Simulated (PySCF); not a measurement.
System: sum formula HSiO2Br2, charge -1, multiplicity 1. It need not be the lowest isomer of its formula. Whether it binds its extra electron was not tested at this geometry. 
Structure (B3LYP-D3(BJ)/def2-TZVP (Ansatz) minimum search):
SMILES: [O-][Si](O)(Br)Br
```xyz
6

Si    -0.8367     0.2444     0.1234
Br     0.2335    -0.3970    -1.8306
Br     0.9270     0.2303     1.6282
O     -1.6290     1.5572     0.0441
O     -1.6612    -1.1431     0.5404
H     -2.5828    -0.9007     0.6812
```
Charge -1, spin multiplicity 1.

Dispersion corrections to the total energy (kcal/mol) from the dftd3 and dftd4 libraries through PySCF: D3(BJ) without and D4 with the three-body term, each with the damping fitted for the functional named.

```csv
functional,D3(BJ),D4
PBE,(withheld),-5.52
HF,-32.08,-17.27
HSE06,-3.56,-4.47
revPBE,(withheld),-13.91
r2SCAN,(withheld),-1.21
B2PLYP,-4.48,-3.85
LC-wPBE,-4.81,-6.29
```

Q: What belongs in the gaps?

A: 
- PBE, D3(BJ): -4.30
- revPBE, D3(BJ): -9.99
- r2SCAN, D3(BJ): -1.19
